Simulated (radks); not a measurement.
Cu V, 25 electrons, occupied as [Ne] 3s1 3p6 3d8 (not the ground configuration). Calculated with a radial shooting solver on a logarithmic mesh with Libxc functionals: non-relativistic Kohn-Sham, LDA (Slater exchange, Perdew-Wang correlation), spin-polarised, spherical densities, point nucleus; open shells are filled with parallel spins first.

Unscreened Slater integrals over Kohn-Sham orbitals (hartree). They are taken over the spin-up orbitals.

F0(3d,3d): 1.1596
F2(3d,3d): 0.54927
F4(3d,3d): 0.34427
F0(3d,3p): 1.1946
F2(3d,3p): 0.57238
G1(3d,3p): 0.70080
G3(3d,3p): 0.43053
F0(3d,3s): 1.2088
G2(3d,3s): 0.53268
F0(3d,2p): 1.5872
F2(3d,2p): 0.33153
G1(3d,2p): 0.25570
G3(3d,2p): 0.14554
F0(3p,3p): 1.2416
F2(3p,3p): 0.62251
F0(3p,3s): 1.2560
G1(3p,3s): 0.83155
F0(3p,2p): 1.6836
F2(3p,2p): 0.34341
G0(3p,2p): 0.13296
G2(3p,2p): 0.14043
F0(3s,3s): 1.2720
F0(3s,2p): 1.6931
G1(3s,2p): 0.14091
F0(2p,2p): 4.3891
F2(2p,2p): 2.0737

Derived for the open shells (J is the average intra-shell exchange parameter used in DFT+U). 3d: Racah B = F2/49 - 5 F4/441 = 0.007306 hartree, C = 35 F4/441 = 0.02732 hartree, C/B = 3.74, F4/F2 = 0.627, J = (F2 + F4)/14 = 0.06382 hartree.
